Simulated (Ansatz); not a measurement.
Species: C2H8B2, SMILES `BBCC` (charge 0, multiplicity 1).

Q: Give a relaxed geometry from B3LYP-D3(BJ)/def2-TZVP in Ansatz (an electronic-structure program).

A: This is not unique; one that fits is the end point of this relaxation, one of several conformers (outside a Z-matrix the atoms follow the SMILES, hydrogens last).
Cartesian coordinates (Å) in one orientation:
```xyz
12

B      1.923    -0.054     0.446
B      0.621    -0.978     0.083
C     -0.841    -0.513    -0.233
C     -1.144     0.988    -0.199
H      2.673     0.351    -0.394
H      2.213     0.227     1.573
H      0.811    -2.168     0.052
H     -1.100    -0.936    -1.215
H     -1.505    -1.057     0.453
H     -0.938     1.408     0.788
H     -0.526     1.530    -0.919
H     -2.188     1.202    -0.436
```
